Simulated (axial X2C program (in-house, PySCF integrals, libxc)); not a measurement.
# What spin–orbit coupling does to CaPb

Calculated with an axial X2C code built on PySCF integrals. Spin-free means the one-electron spin-free X2C Hamiltonian; two-component (2c) means X2C with spin–orbit coupling and atomic mean-field two-electron Coulomb and Gaunt terms, so the difference of the two also holds small scalar two-electron terms. Basis: Pb dyall-cv3z [12s14p10d7f1g], Ca dyall-cv3z [11s12p6d4f] (cores contracted in-house); Gaussian nuclei, density fitting, unrestricted open shells. Masses: Pb 207.977 u, Ca 39.963 u.

Spin-free state: M_S = 1, Λ = 0 (beyond evenly filled blocks: π+α, π-α); fragments Pb + Ca.

```
  level  Re (Å)  ωe (cm⁻¹)  De (eV)  μ (D)
   PBE0   3.043      169.0    1.298   3.93
   CCSD   3.159      155.0    0.884    n/a
CCSD(T)   3.158      155.5    0.947    n/a
    M06   3.038      171.4    1.120   3.58
```

Correlated methods: 6 electrons correlated (number of frozen shells: Pb 5 s, 4 p, 3 d, 1 f; Ca 3 s, 2 p), 316 virtual spin orbitals or spinors in MP2, 85 natural virtuals in coupled cluster.

Dipoles are positive if Ca is the positive end.

Two-component determinant lowest at the distance of the search:

Ω = 0 (closed shell); fragments Pb + Ca.

```
  level  Re (Å)  ωe (cm⁻¹)  De (eV)  μ (D)
   PBE0   3.201      120.5    0.563   2.35
   CCSD   3.378       94.4    0.237    n/a
CCSD(T)   3.324      107.4    0.329    n/a
    M06   3.275      110.3    0.520   1.92
```

From the two tables, how do the constants change at the CCSD(T) level (2c against spin-free)?

At the CCSD(T) level Re increases by 0.166 Å and ωe drops by 48.1 cm⁻¹; De changes by -0.618 eV.

The state is a single determinant with fixed occupations, the lowest that a limited PBE0 search found. Dissociation energies refer to the lowest single-determinant-based atoms at the same level and basis. CCSD and (T) use frozen natural virtuals with an MP2 correction for the truncation; (T) itself is uncorrected, so its De runs slightly low. Other states lie close and PBE0, whose exact exchange favours high spin, may order them wrongly; the determinant shown need not be the ground state. The nearest other spin-free determinant of the search, M_S = 0, Λ = 2, lies 0.69 eV up at the distance of the search. The functionals have no current-density term, which raises determinants with orbital currents, atoms included. The outer-core s and p shells of the metal are frozen in the correlated rows, which leaves out core–valence correlation; for alkali and alkaline-earth bonds that tends to lengthen them. The 2c closed shell (π1/2)² is the Ω = 0⁺ component of the spin-free π² triplet, mixed with the ¹Σ⁺ state; no single spin-free determinant represents it. The determinant is spin-polarised beyond a pure state at some levels (its spin-free form has ⟨S²⟩ too high), which makes Re and μ there less reliable. The T1 diagnostic is large, a sign of multireference character. With the outer-core shells frozen, correlated bond lengths of heavy atoms tend to come out a few hundredths of an ångström too long.
